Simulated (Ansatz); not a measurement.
Relaxation of FH9OSi2 (13 atoms, charge 0, multiplicity 1), to a largest force component of 0.03 eV/Å in at most 50 steps.

The calculation used UKS revPBE-D4/6-31G* (Ansatz 0.2.0).

```xyz
13
Properties=species:S:1:pos:R:3
Si -0.453 -0.770 1.124
H 0.848 -0.122 1.129
H -0.272 -2.179 0.650
H -0.890 -0.824 2.563
Si -1.998 0.454 -0.163
H 0.968 0.105 -1.564
F 0.341 -0.555 -1.741
H 2.393 0.754 0.392
O 2.801 0.865 -0.489
H -3.164 0.863 0.695
H -1.368 1.713 -0.687
H -2.526 -0.344 -1.314
H 3.320 0.040 -0.594
```

Problem. Where does it end, and by what steps?

Solution. The run converged. The force dipped under the threshold on the way, but the program's further checks kept it going. After 30 steps the energy has fallen by 0.314 eV; H8 moved furthest, 1.64 Å.

```
step  energy less start (eV)  largest force component (eV/Å)  accepted
   0                  0.0000                           1.186       yes
   2                 -0.2295                           0.550       yes
   4                 -0.2605                           0.157       yes
   6                 -0.2678                           0.130       yes
   8                 -0.2733                           0.140        no
  10                 -0.2782                           0.205       yes
  12                 -0.2792                           0.097       yes
  14                 -0.2748                           0.664        no
  16                 -0.2810                           0.260       yes
  18                 -0.2828                           0.096       yes
  20                 -0.2866                           0.347       yes
  22                 -0.2975                           0.168       yes
  24                 -0.2762                           1.041        no
  26                 -0.3114                           0.020       yes
  28                 -0.3130                           0.120       yes
  30                 -0.3144                           0.019       yes
```

```xyz
13
Properties=species:S:1:pos:R:3
Si -0.425 -1.056 1.189
H 1.028 -0.684 1.342
H -0.512 -2.442 0.634
H -0.981 -1.083 2.589
Si -1.561 0.538 -0.116
H 1.233 -0.274 -1.407
F 0.513 -0.917 -1.574
H 1.582 1.630 -0.729
O 2.216 0.889 -0.837
H -2.617 1.227 0.709
H -0.626 1.633 -0.565
H -2.227 -0.049 -1.319
H 2.377 0.590 0.084
```

Whether the end is a true minimum wasn't checked by a vibrational analysis.

Run time: 97 s on 2 threads of Arm Neoverse V1, on a shared host, peak memory 0.16 GiB.
